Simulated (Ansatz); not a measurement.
Relaxation of C3H12OSi2 (18 atoms, charge 0, multiplicity 1), to a largest force component of 0.02 eV/Å in at most 50 steps.

These are results of Ansatz 0.2.0, RKS PBE-D4/6-31G*, not measurements.

```xyz
18
Properties=species:S:1:pos:R:3:forces:R:3
C -1.825 -1.922 1.081 -1.97 2.21 -0.01
Si -0.641 -0.498 1.107 0.85 0.17 -0.06
C 0.216 -0.350 -0.613 3.13 -0.14 1.20
O 0.855 -1.589 -1.097 -3.47 -1.46 0.00
C 1.424 0.642 -0.660 -1.25 0.33 2.15
Si 1.004 2.486 -0.676 0.16 -0.13 0.29
H -2.375 -1.955 2.028 0.07 -0.31 0.31
H -1.347 -2.820 0.868 0.92 -2.16 -0.39
H -2.615 -1.698 0.327 0.26 -0.31 0.00
H -1.332 0.784 1.423 -0.19 0.19 -0.01
H 0.356 -0.739 2.197 0.20 0.04 0.00
H -0.500 -0.040 -1.305 -1.69 0.73 -1.74
H -0.014 -2.176 -1.273 2.55 1.06 0.32
H 1.984 0.464 -1.532 0.91 -0.55 -1.73
H 2.110 0.436 0.193 -0.15 0.03 -0.18
H 2.240 3.314 -0.852 0.06 0.01 -0.09
H 0.379 2.905 0.602 -0.17 0.14 0.27
H 0.045 2.768 -1.767 -0.23 0.14 -0.34
```

Question: Where does it end, and by what steps?

Answer: It converged. After 10 steps the energy has fallen by 0.540 eV; H17 moved furthest, 0.34 Å.

```tsv
step	energy less start (eV)	largest force component (eV/Å)	accepted
0	0.0000	3.465	yes
1	-0.4601	1.088	yes
2	-0.5246	0.560	yes
3	-0.5312	0.243	yes
4	-0.5337	0.064	yes
5	-0.5349	0.093	yes
6	-0.5375	0.040	yes
7	-0.5389	0.057	yes
8	-0.5395	0.040	yes
9	-0.5398	0.028	yes
10	-0.5398	0.007	yes
```

```xyz
18
Properties=species:S:1:pos:R:3
C -1.816 -1.895 1.068
Si -0.690 -0.371 0.995
C 0.233 -0.339 -0.693
O 0.759 -1.666 -0.959
C 1.432 0.610 -0.724
Si 1.019 2.456 -0.532
H -2.359 -1.932 2.027
H -1.229 -2.826 0.984
H -2.569 -1.881 0.260
H -1.519 0.872 1.188
H 0.335 -0.435 2.093
H -0.471 -0.042 -1.503
H -0.013 -2.259 -1.067
H 1.960 0.478 -1.689
H 2.153 0.325 0.065
H 2.241 3.274 -0.832
H 0.566 2.786 0.860
H -0.068 2.858 -1.488
```

Run time: 36 s on 2 threads of Arm Neoverse V2 (shared host), peak memory 0.18 GiB.
